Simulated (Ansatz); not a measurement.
The cluster Hg4S3. The state is a singlet with charge 0. Geometry r2SCAN-D4/def2-SVP; atoms count from 1.

```tsv
atom	x (Å)	y (Å)	z (Å)
Hg1	0.709	-1.813	-1.135
Hg2	0.237	0.491	1.025
Hg3	0.878	1.775	3.745
Hg4	-1.375	0.450	-1.725
S5	-1.444	1.979	0.118
S6	1.703	-1.435	1.012
S7	-0.709	-1.448	-3.041
```

In the def2 sets Hg takes a core potential; there is no spin–orbit coupling. The structure comes from a short search, and lower isomers may exist.

Estimate the Mulliken populations from the PBE0/def2-TZVP orbitals of Ansatz.


| atom | charge (e) | d electrons |
| --- | --- | --- |
| Hg1 | 0.52 | 9.87 |
| Hg2 | 0.50 | 9.90 |
| Hg3 | 0.07 | 9.99 |
| Hg4 | 0.52 | 9.87 |
| S5 | -0.54 | – |
| S6 | -0.54 | – |
| S7 | -0.53 | – |
Mulliken values and Mayer orders depend strongly on the basis.

And the Mayer bond orders between bonded heavy atoms (over 0.3)?

Hg1–S6 0.92 (2.40 Å); Hg1–S7 0.90 (2.40 Å); Hg2–S5 0.88 (2.42 Å); Hg2–S6 0.88 (2.42 Å); Hg4–S5 0.92 (2.40 Å); Hg4–S7 0.90 (2.40 Å).
